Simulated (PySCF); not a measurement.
**Silicon: a sound run and one with changed settings**

Sound run: Si²⁺ [Ne] 3s2, Si³⁺ [Ne] 3s1. Calculation: PySCF 2.14, in jorge-DZP-DKH (7s4p1d, 24 functions); scalar relativity by spin-free X2C-1e. In the sound run the correlated levels freeze [Ne]. The sound run starts from symmetry-adapted Hartree-Fock orbitals and uses a fine grid where one is needed.

A second run was set up differently.

```csv
species,method,sound run (hartree),changed run (hartree),converged
Si²⁺,MP2,-288.61828,-288.69855,yes
Si²⁺,CCSD(T),-288.63274,-288.71444,yes
Si³⁺,MP2,n/a,-287.49156,yes
Si³⁺,CCSD(T),n/a,-287.49367,yes
```

Ionisation energy of Si²⁺:

| method | sound run (eV) | changed run (eV) |
| --- | --- | --- |
| UHF | 32.019 | 32.019 |
| MP2 | 32.801 | 32.844 |
| SCS-MP2 | 32.957 | 32.985 |
| CCSD | 33.194 | 33.204 |
| CCSD(T) | 33.194 | 33.219 |

Q: What was changed?
A. a valence shell is frozen
B. all electrons correlated in a valence basis
C. basis contracted for another Hamiltonian
D. minimal basis

A: B. A valence basis has no tight correlating functions, so it recovers only part of the core correlation, and not evenly between atom and ion.
